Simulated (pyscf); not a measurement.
# H₂As–Ga(AsH₂)–AsH₂, singlet

Gas-phase minimum from PySCF at ωB97X-D3(BJ)/def2-SVP, one conformer. 

SMILES: [AsH2][Ga]([AsH2])[AsH2]
```xyz
10

As    -3.1080    -1.2637    -1.1452
Ga    -0.7946    -0.6457    -1.0572
As     0.6193    -0.9967    -2.9600
As     0.1446     0.1860     0.9848
H     -3.5350    -0.0843    -0.2885
H     -3.3394    -0.5292    -2.4544
H     -0.3576    -0.3302    -3.9132
H      1.4036     0.2794    -2.7075
H     -0.6184    -0.8149     1.8357
H      1.3764    -0.6953     0.8665
```

Bonded distances (Å): As1–Ga2 2.396, As1–H5 1.519, As1–H6 1.519, Ga2–As3 2.396, Ga2–As4 2.397, As3–H7 1.519, As3–H8 1.519, As4–H9 1.519, As4–H10 1.519. Angles (°): Ga2–As1–H5 92.9, Ga2–As1–H6 93.1, H5–As1–H6 93.9, As1–Ga2–As3 120.2, As1–Ga2–As4 119.9, As3–Ga2–As4 119.7, Ga2–As3–H7 93.1, Ga2–As3–H8 92.8, H7–As3–H8 93.9, Ga2–As4–H9 93.0, Ga2–As4–H10 92.9, H9–As4–H10 93.9.

Properties at ωB97X-D3(BJ)/def2-SVP:

```yaml
harmonic_wavenumbers_unscaled: 54, 56, 87, 97, 111, 118, 192, 309, 310, 496, 499, 553, 558, 620, 626, 1011, 1014, 1019, 2258, 2259, 2262, 2267, 2271, 2272 cm⁻¹
zero_point_energy: 30.5 kcal/mol
rotational_symmetry_number: 1
Entropy of this conformer at 298 K and 1 atm, rigid rotor and harmonic oscillator, modes under 100 cm⁻¹ raised to 100: 432.3 J/(mol K)
dipole_moment: 0.46 D
```

Single-point totals, which compare only within one level:

```json
[
 {"level": "ωB97X-D3(BJ)/def2-TZVP", "total energy (hartree)": "-8635.94042"},
 {"level": "PBE/def2-TZVP", "total energy (hartree)": "-8634.82285"},
 {"level": "r²SCAN/def2-TZVP", "total energy (hartree)": "-8636.09628"},
 {"level": "B3LYP-D3(BJ)/def2-TZVP", "total energy (hartree)": "-8636.33505"},
 {"level": "PBE0-D3(BJ)/def2-TZVP", "total energy (hartree)": "-8635.07294"},
 {"level": "M06-2X/def2-TZVP", "total energy (hartree)": "-8636.14330"},
 {"level": "ωB97M-D3(BJ)/def2-TZVP", "total energy (hartree)": "-8636.20138"}
]
```

Soft torsions are taken as harmonic, which can shift the entropy by several J/(mol K). Elements up to Kr have no core potential and no relativistic terms here.
